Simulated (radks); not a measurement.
Spherical quantum dot in the effective-mass picture: electrons in a hard-walled sphere of radius 4.81, all in effective atomic units (hartree* = m*/eps^2 hartree, bohr* = eps/m* bohr), one dielectric constant everywhere. Method: non-relativistic Kohn-Sham, exchange-only LDA, spin-polarised, spherical densities; computed with a radial shooting solver with Libxc functionals. Levels are named by radial order and angular momentum (1s, 1p, 1d, 2s, ...), and open shells are averaged over m. Results are scaled to m* = 0.16 and eps = 5.7, for which hartree* = 134 meV and bohr* = 1.885 nm. Each electron was tried in the lowest free levels, single moves between levels near the top were tried too, and the lowest total energy was kept; such a search can miss a lower state. At N = 1 the Hartree and exchange-correlation terms need not cancel, so that row can carry a self-interaction error.

| N | open shells | 2S | E (meV) | mu = E(N) - E(N-1) (meV) | addition energy mu(N+1) - mu(N) (meV) | e(HOMO) (meV) | rms radius (nm) |
|---|---|---|---|---|---|---|---|
| 1 | 1s(up 1, down 0) | 1 | 31.8911 | 31.891 | 47.35 | 49.266 | 4.894 |
| 2 | none | 0 | 111.130 | 79.238 | 57.19 | 94.884 | 5.160 |
| 3 | 1p(up 1, down 0) | 1 | 247.560 | 136.43 | 33.79 | 153.08 | 5.486 |
| 4 | 1p(up 2, down 0) | 2 | 417.781 | 170.22 | 34.68 | 187.49 | 5.672 |
| 5 | 1p(up 3, down 0) | 3 | 622.684 | 204.90 | 47.60 | 222.35 | 5.804 |
| 6 | 1p(up 3, down 1) | 2 | 875.184 | 252.50 | 32.28 | 268.36 | 5.911 |
| 7 | 1p(up 3, down 2) | 1 | 1159.96 | 284.78 | 33.33 | 301.34 | 5.997 |
| 8 | none | 0 | 1478.06 | 318.10 | 62.73 | 334.93 | 6.069 |
| 9 | 1d(up 1, down 0) | 1 | 1858.90 | 380.84 | 32.87 | 397.23 | 6.154 |
| 10 | 1d(up 2, down 0) | 2 | 2272.61 | 413.71 | 33.07 | 430.22 | 6.226 |
| 11 | 1d(up 3, down 0) | 3 | 2719.39 | 446.78 | 33.18 | 463.36 | 6.287 |
| 12 | 1d(up 4, down 0) | 4 | 3199.35 | 479.96 | 33.24 | 496.58 | 6.341 |
| 13 | 1d(up 5, down 0) | 5 | 3712.55 | 513.20 | 44.79 | 529.83 | 6.388 |
| 14 | 1d(up 5, down 1) | 4 | 4270.54 | 557.99 | 32.14 | 574.01 | 6.432 |
| 15 | 1d(up 5, down 2) | 3 | 4860.68 | 590.13 | 32.38 | 606.29 | 6.472 |
| 16 | 1d(up 5, down 3) | 2 | 5483.18 | 622.51 | 32.53 | 638.75 | 6.508 |
| 17 | 1d(up 5, down 4) | 1 | 6138.22 | 655.03 | 32.62 | 671.33 | 6.541 |
| 18 | none | 0 | 6825.87 | 687.65 | 67.84 | 703.98 | 6.572 |
| 19 | 1f(up 1, down 0) | 1 | 7581.36 | 755.49 | 32.20 | 771.58 | 6.607 |
| 20 | 1f(up 2, down 0) | 2 | 8369.05 | 787.69 | 32.26 | 803.81 | 6.639 |
| 21 | 1f(up 3, down 0) | 3 | 9189.00 | 819.95 | 32.29 | 836.09 | 6.668 |
| 22 | 1f(up 4, down 0) | 4 | 10041.2 | 852.24 | 32.32 | 868.40 | 6.696 |
| 23 | 1f(up 5, down 0) | 5 | 10925.8 | 884.56 | 32.33 | 900.72 | 6.722 |
| 24 | 1f(up 6, down 0) | 6 | 11842.7 | 916.89 | 32.34 | 933.06 | 6.746 |
| 25 | 1f(up 7, down 0) | 7 | 12791.9 | 949.23 | 43.00 | 965.41 | 6.769 |
| 26 | 1f(up 7, down 1) | 6 | 13784.2 | 992.23 | 31.77 | 1008.1 | 6.790 |
| 27 | 1f(up 7, down 2) | 5 | 14808.2 | 1024.0 | 31.84 | 1039.9 | 6.811 |
| 28 | 1f(up 7, down 3) | 4 | 15864.0 | 1055.8 | 31.89 | 1071.8 | 6.831 |
| 29 | 1f(up 7, down 4) | 3 | 16951.7 | 1087.7 | 31.93 | 1103.7 | 6.849 |
| 30 | 1f(up 7, down 5) | 2 | 18071.4 | 1119.7 | 31.95 | 1135.6 | 6.867 |
| 31 | 1f(up 7, down 6) | 1 | 19223.0 | 1151.6 | 31.97 | 1167.6 | 6.884 |
| 32 | none | 0 | 20406.6 | 1183.6 | 73.48 | 1199.6 | 6.900 |
| 33 | 1g(up 1, down 0) | 1 | 21663.7 | 1257.1 | 31.70 | 1272.9 | 6.918 |
| 34 | 1g(up 2, down 0) | 2 | 22952.4 | 1288.8 | 31.71 | 1304.6 | 6.935 |
| 35 | 1g(up 3, down 0) | 3 | 24272.9 | 1320.5 | - | 1336.3 | 6.951 |

All shells are closed at N = 2, 8, 18, 32 (there: 1s2 1p6 1d10 1f14); the second difference of the energy has clear peaks (12 % above both neighbours; the first and last values, which can be the largest, are not judged, and half-filled shells can peak too) at N = 2, 5, 8, 13, 18, 25, 32.
